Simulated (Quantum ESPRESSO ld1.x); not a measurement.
All-electron atom: Nb IV in [Kr] 4d2 (the NIST ground configuration). All-electron calculation, Dirac Kohn-Sham, PBE, spin-unpolarised, spherical densities, point nucleus; open shells fill j = l - 1/2 first. Program: ld1.x of Quantum ESPRESSO 7.5. Some entries of the table are withheld. Estimate them.

orbital  occ.  eigenvalue (eV)  <r^2> (bohr^2)
1s1/2       2         -18831.2        0.001757
2s1/2       2              (1)         0.02938
2p1/2       2         -2444.17         0.02224
2p3/2       4         -2348.39         0.02361
3s1/2       2         -469.986          0.2250
3p1/2       2              (2)          0.2242
3p3/2       4              (3)          0.2348
3d3/2       4         -229.203          0.2239
3d5/2       6         -226.313          0.2274
4s1/2       2         -88.8428           1.488
4p1/2       2         -66.0462           1.795
4p3/2       4         -63.8544           1.875
4d3/2       2         -30.6893           3.420
4d5/2       0         -30.4558           3.466

Answer. 
(1) 2s1/2 eigenvalue (eV): -2660.60
(2) 3p1/2 eigenvalue (eV): -388.516
(3) 3p3/2 eigenvalue (eV): -372.996
